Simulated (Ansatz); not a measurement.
`C=C(C)[SiH2][SiH3]` and `C=[C](C)[GeH2][F]` differ in one atom or group.

Ansatz, PBE0-D4/def2-TZVP geometries, multiplicity 1. Each molecule was computed in one conformer, which needn't be the lowest.

Scalar relativity is left out up to krypton.

```csv
property,`C=C(C)[SiH2][SiH3]`
LUMO energy (ωB97M-V/def2-TZVPP) / eV,1.59
LUMO energy (PBE0/def2-TZVPP) / eV,-0.40
HOMO–LUMO gap (PBE0/def2-TZVPP) / eV,7.01
HOMO–LUMO gap (ωB97M-V/def2-TZVPP) / eV,11.11
LUMO energy (PBE/def2-TZVPP) / eV,-1.36
HOMO energy (PBE0/def2-TZVPP) / eV,-7.41
```

Give the same properties after the change, and the shifts. (Estimate.)

The calculation gave: 
```csv
property,`C=[C](C)[GeH2][F]`,shift
LUMO energy (ωB97M-V/def2-TZVPP) / eV,1.81,0.22
LUMO energy (PBE0/def2-TZVPP) / eV,-0.28,0.12
HOMO–LUMO gap (PBE0/def2-TZVPP) / eV,7.50,0.49
HOMO–LUMO gap (ωB97M-V/def2-TZVPP) / eV,11.82,0.71
LUMO energy (PBE/def2-TZVPP) / eV,-1.27,0.09
HOMO energy (PBE0/def2-TZVPP) / eV,-7.78,-0.37
```

With PBE0 the HOMO falls by 0.37 eV and the LUMO rises by 0.12 eV, so the gap widens by about 0.49 eV. PBE moves the HOMO by -0.31 eV and ωB97M-V by -0.49 eV.
